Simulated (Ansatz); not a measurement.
This geometry of CH2F2OSi (7 atoms, charge 0, multiplicity 1) is a first-order saddle point.

Computed with RKS B3LYP-D4/def2-SVP in Ansatz.

```xyz
7
Properties=species:S:1:pos:R:3
O -0.150 1.017 1.520
Si 0.039 -0.097 0.322
F 0.570 -1.366 1.179
C 0.011 -0.346 -1.447
F -1.209 -0.356 -2.084
H 0.046 0.765 2.438
H 0.693 0.383 -1.928
```

Which two structures does it join? (They come from a converged band through this point; their orientation in space is the band's.)

No bond is made or broken. The dihedral F3–Si2–C4–F5 goes from 176 to -4°.

First end point:

```xyz
7
Properties=species:S:1:pos:R:3
O -0.699 0.642 1.526
Si 0.265 -0.020 0.381
F 1.336 -1.037 1.042
C 0.066 -0.007 -1.317
F -0.855 0.746 -1.963
H -0.946 0.116 2.297
H 0.834 -0.440 -1.967
```

Last end point:

```xyz
7
Properties=species:S:1:pos:R:3
O -0.546 0.671 1.548
Si 0.259 -0.137 0.370
F 1.353 -1.150 0.990
C -0.027 0.112 -1.289
F 0.690 -0.460 -2.286
H -0.910 0.173 2.291
H -0.819 0.790 -1.624
```

How far does it lie above each of them?

1.30 eV above the first and 1.30 eV above the second. This is the barrier of this one path; another mechanism may lie lower.

Run time: 9 min on 1 thread of Intel(R) Xeon(R) 6975P-C (Granite Rapids) (shared host), peak memory 0.28 GiB.
